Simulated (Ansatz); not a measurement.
Species: TiO2, charge -1, multiplicity 2. The spin state was set by rule; other spins were not relaxed. 
Structure (B3LYP-D3(BJ)/def2-TZVP (Ansatz, a quantum-chemistry and plane-wave program) minimum search):
```xyz
3

Ti    -0.1420    -0.2751    -0.2278
O      1.2580     0.5747    -0.5866
O     -0.8674     0.1819     1.2131
```
Charge -1, spin multiplicity 2.

Total electronic energies in hartree. Correlated levels leave the core frozen unless marked. UHF or UKS for open shells. No spin-orbit coupling. The frozen core is the preceding noble-gas configuration, with the filled d and f shells of earlier blocks. No relativistic terms. CBS(X,Y): correlation extrapolated as X^-3; Hartree-Fock from the larger set. The bracket is a focal-point correction in the basis named.

```json
[
 {"level": "PBE0/def2-SVP", "program": "Ansatz", "energy (Eh)": "-999.38882"},
 {"level": "PBE0/def2-TZVP", "program": "Ansatz", "energy (Eh)": "-999.70073"},
 {"level": "r2SCANh-D4/def2-TZVPD", "program": "Ansatz + dftd4", "energy (Eh)": "-999.95653"},
 {"level": "SCS-MP2/def2-SVPD", "program": "Ansatz", "energy (Eh)": "-998.49370"},
 {"level": "SCS-MP2/def2-TZVPP", "program": "Ansatz", "energy (Eh)": "-998.87422"},
 {"level": "SCS-MP2/def2-TZVPPD", "program": "Ansatz", "energy (Eh)": "-998.88219"},
 {"level": "CCSD(T)/6-31G*", "program": "Ansatz", "energy (Eh)": "-998.63229"},
 {"level": "CCSD(T)/def2-SVP", "program": "Ansatz", "energy (Eh)": "-998.45418"},
 {"level": "RI-MP2/CBS(def2-TZVPPD,def2-QZVPPD)+[CCSD(T)-MP2]/def2-TZVPPD", "program": "Ansatz", "energy (Eh)": "-999.0093"}
]
```

Totals of different functionals don't rank their quality; only differences between species are comparable.
